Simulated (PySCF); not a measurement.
## Two-component Hartree-Fock for Pt⁺ (platinum, charge +1)

Start: [Xe] 4f14 5d9; 5d3/2 filled at m_j = -3/2, -1/2, +1/2, +3/2; 5d5/2 filled at m_j = -3/2, -1/2, +1/2, +3/2, +5/2. Calculated with PySCF 2.14 in x2c-TZVPall-2c with one added diffuse shell each of s, p, d type (12s12p11d2f, 117 functions): generalised Hartree-Fock with the X2C-1e Hamiltonian and a Gaussian nucleus; one run each with spin-orbit coupling (SO) switched off, then screened by Boettger's factors.

```tsv
spinor shell	electrons	ε, spin-free (eV)	ε, screened SO (eV)	weight of nominal j (screened SO)	rms radius, screened SO (bohr)
1s1/2	2	-78840.2	-78811.4	1.000	0.0194
2s1/2	2	-14007.3	-13998.4	1.000	0.0782
2p1/2	2	-12150.7	-13394.0	1.000	0.0663
2p3/2	4	-12150.7	-11659.4	1.000	0.0741
3s1/2	2	-3364.0	-3361.2	1.000	0.200
3p1/2	2	-2814.6	-3090.7	1.000	0.191
3p3/2	4	-2814.6	-2703.5	1.000	0.207
3d3/2	4	-2209.8	-2258.4	1.000	0.182
3d5/2	6	-2209.8	-2175.3	1.000	0.186
4s1/2	2	-765.24	-764.54	1.000	0.441
4p1/2	2	-581.99	-648.69	1.000	0.447
4p3/2	4	-581.99	-555.22	1.000	0.480
4d3/2	4	-354.53	-365.18	1.000	0.496
4d5/2	6	-354.53	-347.12	1.000	0.507
5s1/2	2	-128.35	-128.45	1.000	1.03
4f5/2	6	-99.789	-101.62	0.999	0.564
5p1/2	2	-78.050	-89.966	0.999	1.12
5p3/2	4	-78.050	-73.488	0.999	1.22
5d3/2	4	-19.782	-21.087	0.967	1.71
5d5/2	5	-19.782	-19.166	0.943	1.84
```

(1) Where does 4f7/2 lie, and what is the 4f spin-orbit splitting (screened SO)?

| quantity | spin-free | screened SO |
| --- | --- | --- |
| E (hartree) | -18399.32860 | -18426.36549 |
| M_J | 5/2 | 5/2 |
| ⟨J²⟩ | 9.374 | 10.499 |
| ⟨L²⟩ | 6.479 | 7.063 |
| ⟨S²⟩ | 0.894 | 1.232 |

The determinant has a definite M_J but mixes levels of different J.

Each row is a mean over spinors that exchange with the open shell spreads, by up to 4.222 eV (5p3/2).

Breit and QED terms are absent; they matter most for the inner s and p1/2 levels.

Densities and radii are taken from the X2C orbitals without a picture-change correction, which distorts them close to the nucleus.

Without spin-orbit coupling the j labels of p, d and f shells carry no meaning; the spin-free column gives the mean over the occupied spinors of each nl shell, and its ⟨J²⟩ belongs to a mixture of degenerate components.

Results:

(1) At -98.106 eV, 3.515 eV above 4f5/2.
